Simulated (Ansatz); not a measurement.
Molecule: ZnCl, net charge 0, doublet state. The spin state was set by rule; other spins were not relaxed. SMILES of the parent species: [Cl][Zn]
Coordinates optimised at B3LYP-D3(BJ)/def2-TZVP (Ansatz, an electronic-structure program):
```xyz
2

Zn     0.0000     0.0000    -0.7909
Cl     0.0000     0.0000     1.3957
```
Charge 0, spin multiplicity 2.

Parts of the frozen-core correlation energy in 6-31G (Ansatz, hartree). Frozen orbitals: 14; correlated occupied orbitals by spin: 10 and 9; virtual: 18 and 19. Open shells are spin-unrestricted. No spin-orbit coupling. No relativistic terms.

```
term                             value
-------------------------  -----------
reference (HF)             -2236.99727
MP2 opposite-spin                    …
MP2 same-spin                 -0.08065
CCSD correlation                     …
(T)                                  …
T1 diagnostic                    0.016
largest doubles amplitude        0.038
<S^2> of the reference           0.753
```

Problem. What belongs in the gaps?

Solution. 
- MP2 opposite-spin, value: -0.15709
- CCSD correlation, value: -0.22501
- (T), value: -0.00429
